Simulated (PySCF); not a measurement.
Compound: C₃H₉AlO.
Numbering: `[CH3:1][CH:2]([CH3:3])[O:4][AlH2:5]` (hydrogens: H6, H7, H8 on C1; H9 on C2; H10, H11, H12 on C3; H13, H14 on Al5)

Computed, not measured: core-valence-separated Tamm–Dancoff BHandHLYP/aug-pcX-1 (pcseg-1 on H, def2-SVPD on Al) in PySCF, non-relativistic, gas phase, PBE0-D3(BJ)/def2-SVP geometry.

Computed oxygen K-edge spectrum, Gaussian lines of 0.3 eV full width, highest printed point 100; it ends one width below the last computed root. The energies are unshifted.

```json
{"photon energy (eV)": "530.4", "absorption": "1"}
{"photon energy (eV)": "530.5", "absorption": "10"}
{"photon energy (eV)": "530.6", "absorption": "39"}
{"photon energy (eV)": "530.7", "absorption": "85"}
{"photon energy (eV)": "530.8", "absorption": "100"}
{"photon energy (eV)": "530.9", "absorption": "64"}
{"photon energy (eV)": "531.0", "absorption": "22"}
{"photon energy (eV)": "531.1", "absorption": "4"}
{"photon energy (eV)": "531.2", "absorption": "0"}
{"photon energy (eV)": "531.3", "absorption": "0"}
{"photon energy (eV)": "531.4", "absorption": "0"}
{"photon energy (eV)": "531.5", "absorption": "0"}
{"photon energy (eV)": "531.6", "absorption": "0"}
{"photon energy (eV)": "531.7", "absorption": "0"}
{"photon energy (eV)": "531.8", "absorption": "0"}
{"photon energy (eV)": "531.9", "absorption": "1"}
{"photon energy (eV)": "532.0", "absorption": "7"}
{"photon energy (eV)": "532.1", "absorption": "21"}
{"photon energy (eV)": "532.2", "absorption": "35"}
{"photon energy (eV)": "532.3", "absorption": "32"}
{"photon energy (eV)": "532.4", "absorption": "15"}
{"photon energy (eV)": "532.5", "absorption": "4"}
{"photon energy (eV)": "532.6", "absorption": "1"}
{"photon energy (eV)": "532.7", "absorption": "0"}
{"photon energy (eV)": "532.8", "absorption": "0"}
{"photon energy (eV)": "532.9", "absorption": "0"}
{"photon energy (eV)": "533.0", "absorption": "0"}
{"photon energy (eV)": "533.1", "absorption": "0"}
{"photon energy (eV)": "533.2", "absorption": "1"}
{"photon energy (eV)": "533.3", "absorption": "3"}
{"photon energy (eV)": "533.4", "absorption": "10"}
{"photon energy (eV)": "533.5", "absorption": "17"}
{"photon energy (eV)": "533.6", "absorption": "17"}
{"photon energy (eV)": "533.7", "absorption": "12"}
{"photon energy (eV)": "533.8", "absorption": "17"}
{"photon energy (eV)": "533.9", "absorption": "32"}
{"photon energy (eV)": "534.0", "absorption": "46"}
```

**Question.** Where are the maxima, and which lines make them up?

**Answer.** 3 maxima:
- 530.8 eV: O4 (oxygen bonded to Al and C), 530.78 eV, f = 0.016, 100 % of the height at the exact maximum
- 532.2 eV: O4 (oxygen bonded to Al and C), 532.23 eV, f = 0.006, 100 % of the height at the exact maximum
- 533.5 eV: O4 (oxygen bonded to Al and C), 533.54 eV, f = 0.003, 99 % of the height at the exact maximum

Further lines of some strength in the range: O4, 533.95 eV, f = 0.004.

Roots within 0.03 eV on the same or equivalent atoms count as one line; shares under 12 % aren't listed.

Vibrational structure and lifetime widths aren't in the curve. The ionisation threshold wasn't computed; near and above it a finite basis only mimics Rydberg series and continuum.

Rough CPU time on one thread of a shared machine: about 40 s.

The values belong to the conformer `[CH3:1][CH:2]([CH3:3])[O:4][AlH2:5]`: C1–C2–O4–Al5 4°.
